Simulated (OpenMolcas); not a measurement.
Nb3+ with 6 ligands (water) in octahedral coordination (Th). Ligand basis ANO-RCC-VDZP.

```json
{"Program": "OpenMolcas", "Method": "CASSCF", "Basis": "ANO-RCC-VDZP [6s5p3d1f]", "Scalar Hamiltonian": "DKH2, point nucleus", "Active space": "2 electrons in 5 orbitals (4d)", "State averaging": "2S+1 = 3 even, 10 roots; 2S+1 = 1 even, 15 roots", "Spin-orbit coupling": "RASSI with atomic mean-field integrals over the reference wave functions"}
```

All ligands move together. At R = 2 Å |10Dq| is 36879 cm-1, and at R = 2.08 Å it is 30241 cm-1.

Problem. A third run gives 24261 cm-1. What distance was it run at?

Solution. With a power law R^-n the two known points give n = -ln(30241 / 36879) / ln(2.08 / 2) = 5.06. Then R = 2 × (36879 / 24261)^(1/5.06) = 2.173 Å. The run was at 2.17 Å, so the estimate is off by +0.003 Å.

An orbital triplet at a regular site is open to Jahn-Teller coupling, which can distort the site and quench the lowest spin-orbit gaps and is left out. Without dynamic correlation the repulsion within the d shell is too large (B by tens of per cent), so at a given field states of lower spin stand too high. With metal d orbitals alone the field can be off either way by tens of per cent. Ligand-to-metal charge-transfer states are missing. With no ligand orbital active B as a rule stays too high, so bands that hang on it stand too high and its fall with covalency is understated. The least metal-like active orbital is 75 % on the metal (Löwdin) and no ligand orbital is active, so the numbers are rough (holds for R = 2). The least metal-like active orbital is 79 % on the metal (Löwdin) and no ligand orbital is active, so the numbers are rough (holds for R = 2.08). The least metal-like active orbital is 82 % on the metal (Löwdin) and no ligand orbital is active, so the numbers are rough (holds for R = 2.17). No measured value stands beside these numbers; the geometry is a model, was not optimised and need not be the one that this ion takes.
